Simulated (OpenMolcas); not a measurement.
Levels of Te²⁺ by method

```
Program             : OpenMolcas
Basis               : ANO-RCC-VQZP [8s7p5d3f2g]
Scalar Hamiltonian  : DKH2, point nucleus
Active space        : 2 electrons in 3 orbitals (5p)
State averaging     : 2S+1 = 3 even, 3 roots; 2S+1 = 1 even, 6 roots
Spin-orbit coupling : RASSI with atomic mean-field integrals over the reference wave functions, term energies averaged over their components
```

Methods on the same reference wave functions:
A. CASSCF
B. SS-CASPT2, IPEA 0.25 Eh, imaginary shift 0.1 Eh (closed shells correlated: 4d 5s)

Energies in cm⁻¹ above 5s² 5p² ³P₀, the measured ground level; measured values from the list in Zhang, Palmeri, Quinet and Biemont, Astron. Astrophys. 551, A136 (2013).

| Level | A | B | Measured |
| --- | --- | --- | --- |
| 5s² 5p² ³P₀ | 0.0 | 0.0 | 0.0 |
| 5s² 5p² ³P₁ | 3788 | 4080 | 4757 |
| 5s² 5p² ³P₂ | 7402 | 7270 | 8167 |
| 5s² 5p² ¹D₂ | 18239 | 16030 | 17360 |
| 5s² 5p² ¹S₀ | 34568 | 29130 | 30398 |

Deviations, from unrounded energies. A percentage is the sum of absolute deviations over the sum of measured energies, with the sign that they share, or ± where signs differ.

```csv
Against measurement,Levels,A,B
mean absolute deviation (cm-1),4,1700,1000
fine structure of the ground term (%),2,-13.4,-12.2
other terms of the ground configuration (%),2,+10.6,-5.4
```

B lies closest to measurement on these levels. The largest miss of B in the table is 5s² 5p² ¹D₂, by -1300 cm-1. The ranking rests on the paired levels alone, and a cruder setting can come out closer through cancelling errors.

From A to B the spin-free energies of the other terms of 5s² 5p² shown, above ³P, scale by factors of 0.73 to 0.78.

The lowest spin-free term lies below A's lowest term by 0.532 hartree in B.

CASPT2 does not keep the components of a term degenerate, so their means are used; among the terms shown or strongly mixed into the levels shown the widest spread is 91 cm-1 (5s² 5p² ¹D, B). With the s shell closed, the reference lacks s² → p² mixing. Computed and measured levels are paired by configuration, term and J; levels that our copy of the source lacks, or whose pairing is in doubt (as where it misses far off the trend of its configuration), stay unpaired and out of the deviations. Only configurations of the active space appear.
